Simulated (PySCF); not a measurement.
Isomers of C7H14Ge, from PySCF 2.14.0, PBE0-D3(BJ)/def2-SVP geometry optimisation, gas phase. One conformer each, no zero-point energy, no frequencies.

Question: Which is lowest in electronic energy at this level?
A. `[CH3:1][CH:2]([CH3:3])[C:4]1=[CH:5][CH2:6][GeH2:7][CH2:8]1` with C1–C2–C4–C5 62°: A = 3235, B = 699.0, C = 667.2 MHz, dipole 0.54 D
B. `[CH2:1]1[CH2:2][C@@H:3]([CH:4]2[CH2:5][CH2:6]2)[CH2:7][GeH2:8]1` with C2–C3–C4–C5 -82°, Ge8–C1–C2–C3 -36°, C1–C2–C3–C4 -71°, C3–C4–C5–C6 -110°, C2–C3–C7–Ge8 -39°: A = 2890, B = 844.3, C = 766.5 MHz, dipole 0.64 D
C. `[CH2:1]1[CH2:2][CH:3]([C@@H:4]2[CH2:5][CH2:6][GeH2:7]2)[CH2:8]1` with C2–C3–C4–C5 -76°, C8–C1–C2–C3 -16°, C1–C2–C3–C4 -100°, C3–C4–C5–C6 -149°, C4–C5–C6–Ge7 23°: A = 2992, B = 816.9, C = 690.3 MHz, dipole 0.39 D

Answer: A. That is `CC(C)C1=C[CH2][GeH2][CH2]1`, 5.8 kcal/mol below the next.

| SMILES | mapped SMILES | E (Eh) | relative (kcal/mol) | relative (kJ/mol) | dipole (D) |
| --- | --- | --- | --- | --- | --- |
| CC(C)C1=C[CH2][GeH2][CH2]1 | [CH3:1][CH:2]([CH3:3])[C:4]1=[CH:5][CH2:6][GeH2:7][CH2:8]1 | -2351.12646 | 0.0 | 0.0 | 0.54 |
| [CH2]1C[C@@H](C2CC2)[CH2][GeH2]1 | [CH2:1]1[CH2:2][C@@H:3]([CH:4]2[CH2:5][CH2:6]2)[CH2:7][GeH2:8]1 | -2351.11725 | 5.8 | 24.2 | 0.64 |
| C1CC([C@@H]2C[CH2][GeH2]2)C1 | [CH2:1]1[CH2:2][CH:3]([C@@H:4]2[CH2:5][CH2:6][GeH2:7]2)[CH2:8]1 | -2351.08963 | 23.1 | 96.7 | 0.39 |

As drawn, the lowest has a C=C bond outside aromatic rings, which the highest lacks; the highest has a four-membered ring, which the lowest lacks.
